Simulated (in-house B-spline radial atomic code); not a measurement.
Successive ionisation energies of tin; each step leads to the configuration of the next row (after the last: [Kr] 4d2). NIST's values go from ground level to ground level; the uncertainty of those that are theory runs from under 0.1 % in few-electron ions to several per cent in heavy many-electron ones. Computed with a radial B-spline atomic code at the basis-set limit: non-relativistic Hartree-Fock, average of the configuration, point nuclei.

This level leaves out relativity, spin-orbit splitting included, which matters for heavy ions.

```
  ion      configuration  ionisation energy (eV)  tabulated value (eV)    tabulated kind  computed minus tabulated (eV)  highest orbital  largest mean radius (bohr)
   Sn  [Kr] 4d10 5s2 5p2                    6.42              7.343918          measured                          -0.93               5p                      3.2859
  Sn+  [Kr] 4d10 5s2 5p1                   13.63              14.63307          measured                          -1.01               5p                      2.9727
 Sn2+      [Kr] 4d10 5s2                       ?                     ?          measured                              ?                ?                           ?
 Sn3+      [Kr] 4d10 5s1                   37.84                 40.74          measured                          -2.90               5s                      2.2551
 Sn4+          [Kr] 4d10                   76.45                 77.03          measured                          -0.58               4d                      1.0591
 Sn5+           [Kr] 4d9                       ?                     ?  tabulated theory                              ?                ?                           ?
 Sn6+           [Kr] 4d8                  116.60                 112.9  tabulated theory                           3.70               4d                      1.0016
 Sn7+           [Kr] 4d7                  138.03                   135  tabulated theory                           3.03               4d                     0.97703
 Sn8+           [Kr] 4d6                  160.28                   156  tabulated theory                           4.28               4d                      0.9545
 Sn9+           [Kr] 4d5                  183.34                   184  tabulated theory                          -0.66               4d                     0.93363
Sn10+           [Kr] 4d4                       ?                     ?  tabulated theory                              ?                ?                           ?
Sn11+           [Kr] 4d3                  231.74                   232  tabulated theory                          -0.26               4d                      0.8959
```

Question: Fill in the row of Sn2+.

Answer: ionisation energy (eV): 27.44; tabulated value (eV): 30.506; computed minus tabulated (eV): -3.07; highest orbital: 5s; largest mean radius (bohr): 2.3674.

Question: Fill in the row of Sn5+.

Answer: ionisation energy (eV): 96.06; tabulated value (eV): 94; computed minus tabulated (eV): 2.06; highest orbital: 4d; largest mean radius (bohr): 1.0286.

Question: Fill in the row of Sn10+.

Answer: ionisation energy (eV): 207.16; tabulated value (eV): 208; computed minus tabulated (eV): -0.84; highest orbital: 4d; largest mean radius (bohr): 0.91416.

Question: Where is the largest jump?

Answer: From Sn to Sn+, by a factor of 2.12 (6.4177 to 13.627 eV); the highest orbital goes from 5p to 5p.

Question: How far is this level of theory from the measured and semi-empirical values?

Answer: Over those 5 rows the differences run from -3.07 to -0.576 eV (mean absolute value 1.7 eV). The calculation leaves out relativity, correlation and, in open shells, the multiplet splittings that an average leaves out.
